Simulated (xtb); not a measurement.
Input for xtb: GFN-FF on H3NSSn (SMILES [NH2][Sn][SH]), a point of a torsion scan.

```
$ xtb mol.xyz --gfnff --sp --chrg 0 --uhf 0
6

N     -1.29143434     0.11540227     0.20365964
Sn     0.20154624    -0.89598150     1.15104654
S      1.92255071    -0.40763584    -0.55214159
H     -2.26256781     0.16154991     0.47930046
H     -1.20553488     0.59349460    -0.68374323
H      2.75539191     0.22554443     0.26330515
```

Q: Give the final energy of this run.

A: -0.6317 hartree.
